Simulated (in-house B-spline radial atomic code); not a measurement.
The numbers below are computed, except where a source is named.
Ghost states of the separable form: Cd

Cd, [Kr] 4d10 5s2, non-relativistic PBE, spherical and spin-unpolarised, from a B-spline radial code for spherical atoms (atomic units; all potentials screened as in the neutral atom).

Troullier-Martins channels: 5s (ε = -0.1940, r_c = 2.936 bohr), 4d (ε = -0.4645, r_c = 1.13 bohr). In the Kleinman-Bylander form one channel serves as the local potential, and each other channel l becomes |δV u><u δV|/<u|δV|u>, with δV = V_l − V_local and u the pseudo-orbital. Its strength is E_KB = <u|δV²|u>/<u|δV|u>. By the analysis of Gonze, Stumpf and Scheffler a spurious state lies below the reference level ε if E_KB > 0 and ε is above the second level of the local potential alone, or if E_KB < 0 and ε is above its first. The table's levels are those of angular momentum l in a sphere of 9 bohr, whose wall can lift a shallow ε a little above its free-atom value.

```json
{"local": "s", "channel": "d", "<u δV u>": "-4.5239", "<u δV² u>": "35.02", "ε": "-0.4645", "first local level": "0.0969", "second local level": "0.3321"}
{"local": "d", "channel": "s", "<u δV u>": "0.30917", "<u δV² u>": "1.5696", "ε": "-0.1935", "first local level": "-8.4492", "second local level": "-1.2931"}
```

Problem. Apply the rule to each row.

Solution. Local s, channel d: E_KB = -7.74, so ε = -0.4645 is set against 0.0969: no ghost. Local d, channel s: E_KB = +5.08, so ε = -0.1935 is set against -1.2931: a ghost.

Diagonalising the separable Hamiltonian gives:

```csv
local,channel,three lowest levels,"all-electron, two lowest valence levels"
s,d,"-0.4645, 0.1132, 0.3873","-0.4645, 0.1121"
d,s,"-5.4894, -0.1935, 0.0919","-0.1935, 0.0928"
```

Problem. Which choices of local channel are safe?

Solution. Free of ghosts: s. With d local the s channel has a ghost 5.30 hartree below ε, since the local potential binds more than one state below ε, and a repulsive term of rank one raises each level at most to the next, so it clears only one of them. Among the safe choices the second level, which tests transfer, is off by at most 1.1 millihartree (s local).
